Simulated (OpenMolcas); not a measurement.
An atom or ion with 70 electrons was computed by MS-RASPT2, IPEA 0.25 Eh, imaginary shift 0.1 Eh with spin-orbit coupling (OpenMolcas, ANO-RCC-VTZP, DKH2). The lowest levels that the run gave, each within 12 % of the measured value where one is at hand:

| J | Parity | E (cm⁻¹) | g |
| --- | --- | --- | --- |
| 0 | even | 0.0 |  |
| 1 | even | 12700 | 0.499 |
| 2 | even | 13380 | 1.158 |
| 3 | even | 15030 | 1.334 |
| 2 | even | 18150 | 1.008 |
| 0 | odd | 27340 |  |
| 1 | odd | 28040 | 1.493 |
| 2 | odd | 29870 | 1.501 |
| 2 | even | 30570 | 0.678 |
| 3 | even | 32190 | 1.084 |
| 4 | even | 33920 | 1.246 |
| 0 | even | 36600 |  |

**Question.** Which ion is it, and what are the configurations and terms?

**Answer.** Lu+ (Z = 71, charge +1; active space 2 electrons in 9 orbitals (RAS2 5d 6s; RAS3 6p, at most 2 electrons)). J, parity and g give the terms where levels are pure, and mixed ones are named by the computed weights; the size of the splittings, set against known spectra of the 70-electron sequence, gives the charge. In order, with the measured energies in cm⁻¹ (NIST Handbook of Basic Atomic Spectroscopic Data): 6s² ¹S₀, 5d 6s ³D₁ (11796), 5d 6s ³D₂ (12435), 5d 6s ³D₃ (14199), 5d 6s ¹D₂ (17333), 6s 6p ³P°₀ (27264), 6s 6p ³P°₁ (28503), 6s 6p ³P°₂ (32453), 5d² ³F₂ (29407), 5d² ³F₃ (30889), 5d² ³F₄ (32504), 5d² ³P₀ (35652).

CASPT2 does not keep the components of a term degenerate, so their means are used; among the terms shown or strongly mixed into the levels shown the widest spread is 310 cm-1 (5d² ³F). Terms from blocks run as CI alone lack orbitals of their own. Configurations are named by rounded mean occupations; where the s occupation lies near a half they are strongly mixed, a name can repeat and a true partner stay unpaired. A single d shell beside an s shell can misplace configurations of different d count against each other. Computed and measured levels are paired by configuration, term and J; levels that our copy of the source lacks, or whose pairing is in doubt (as where it misses far off the trend of its configuration), stay unpaired and out of the deviations. Only configurations of the active space appear.

° marks odd parity.
